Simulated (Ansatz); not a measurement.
InAs₂⁻, relaxed as a singlet with RKS r2SCAN-D4/def2-TZVPD in Ansatz, starting from the GFN1-xTB geometry. Force threshold 0.02 eV/Å.

In the def2 sets In takes a core potential; there is no spin–orbit coupling. The highest occupied level of the charge -1 singlet lies above zero (up to 0.36 eV). By energy differences its removal costs 1.86 eV (vertical, to the charge 0 doublet, at r2SCAN-D4/def2-TZVPD); a positive level beside a positive removal energy at the same level points to self-interaction error. The structure comes from a short search, and lower isomers may exist.

Start:

```xyz
3

In    1.018    0.871    0.788
As   -0.419    0.318   -1.343
As   -0.599   -1.188    0.556
```

```json
{"step": "1", "energy (eV)": "-126860.6431", "largest force component (eV/Å)": "1.471", "SCF passes": "18"}
{"step": "2", "energy (eV)": "-126860.8431", "largest force component (eV/Å)": "0.651", "SCF passes": "30"}
{"step": "3", "energy (eV)": "-126860.8787", "largest force component (eV/Å)": "0.086", "SCF passes": "22"}
{"step": "4", "energy (eV)": "-126860.8799", "largest force component (eV/Å)": "0.015", "SCF passes": "25"}
```

Force components are those of the run's own axes.

End:

```xyz
3

In    1.094    0.936    0.846
As   -0.463    0.236   -1.310
As   -0.631   -1.171    0.464
```

By distances, no bond broke or formed. The bond that changes most is As2–As3, from 2.43 to 2.27 Å (atoms count from 1).

No frequencies were taken in this run, so the end may be a saddle point.

It took 12 s on 4 threads of Arm Neoverse V1 on a shared host.
